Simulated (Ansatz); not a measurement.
Mulliken charges of B₂BrFH₄Si (`FBB([SiH3])Br`) from r2SCAN/def2-TZVPP in Ansatz (PBE0-D4/def2-TZVP geometry).

| atom | x (Å) | y (Å) | z (Å) | charge (e) |
| --- | --- | --- | --- | --- |
| F1 | 2.552 | -0.877 | -0.504 | -0.233 |
| B2 | 1.831 | 0.128 | -0.027 | 0.234 |
| B3 | 0.232 | 0.352 | -0.509 | 0.088 |
| Si4 | -1.424 | -0.386 | 0.373 | 0.167 |
| Br5 | 0.017 | 1.542 | -1.992 | -0.036 |
| H6 | 2.382 | 0.860 | 0.754 | -0.032 |
| H7 | -1.213 | -1.791 | 0.817 | -0.066 |
| H8 | -2.613 | -0.317 | -0.515 | -0.063 |
| H9 | -1.676 | 0.443 | 1.587 | -0.059 |

Question: By hand: the dipole of these point charges (1 e Å = 4.8032 D).

Answer: Σ q r = (-0.117, 0.230, 0.061) e Å, of length 0.265 e Å = 1.27 D.

Question: How does the dipole of the full density compare? (Estimate.)

Answer: Ansatz gave: (-0.104, 0.054, 0.085) e Å, 0.70 D; the point charges give 1.81 times that, at 39° from its direction.

Point charges leave out the atoms' own dipoles, such as those of lone pairs, and Mulliken's split depends on the basis, so the two needn't agree.
